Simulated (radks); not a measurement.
Results of a calculation; reference values are marked as such.
How relativity changes the ionisation of the rubidium ion Rb+ ([Kr]) to Rb2+ ([Ar] 3d10 4s2 4p5). Spin-unpolarised spherical Kohn-Sham, PBE, point nucleus unless stated (finite: rms radius 4.2036 fm), a radial shooting solver on a logarithmic mesh with Libxc functionals. A level marked "c x" has the speed of light scaled by that factor and shares open shells by 2j + 1; other Dirac levels either fill j = l - 1/2 first or share by 2j + 1.

| level | E(Rb+) (hartree) | E(Rb2+) (hartree) | IE (eV) | HOMO | <r> HOMO (bohr) |
|---|---|---|---|---|---|
| non-rel. | -2939.57022 | -2938.55644 | 27.587 | 4p | 1.721 |
| scalar-rel. | -2981.04383 | -2980.02934 | 27.606 | 4p | 1.714 |
| scalar-rel., finite nucleus | -2981.01640 | -2980.00190 | 27.606 | 4p | 1.714 |
| Dirac, 2j+1 shares | -2981.30006 | -2980.28519 | 27.616 | 4p3/2 | 1.727 |
| Dirac, low j first | -2981.30006 | -2980.29719 | 27.289 | 4p3/2 | 1.727 |
| Dirac, 2j+1 shares, finite nucleus | -2981.27259 | -2980.25772 | 27.616 | 4p3/2 | 1.727 |
| Dirac, c x 0.75 | -3015.97416 | -3014.95812 | 27.648 | 4p3/2 | 1.732 |
| Dirac, c x 1.5 | -2957.74571 | -2956.73150 | 27.598 | 4p3/2 | 1.724 |
| Dirac, c x 10 | -2939.97294 | -2938.95914 | 27.587 | 4p3/2 | 1.722 |

NIST Atomic Spectra Database: 27.290 eV (measured). The relativistic part of the total energy of Rb+ is -41.7 hartree (Dirac, 2j+1 shares, finite nucleus), 1.4 % of the non-relativistic value. Spin polarisation and multiplet splitting of open shells are left out at every level.

Beside tabulated values, note that relativity, absent from the non-relativistic runs, is large for the heavy elements, and spin-unpolarised runs miss the spin-polarisation part of the exchange energy of open shells.
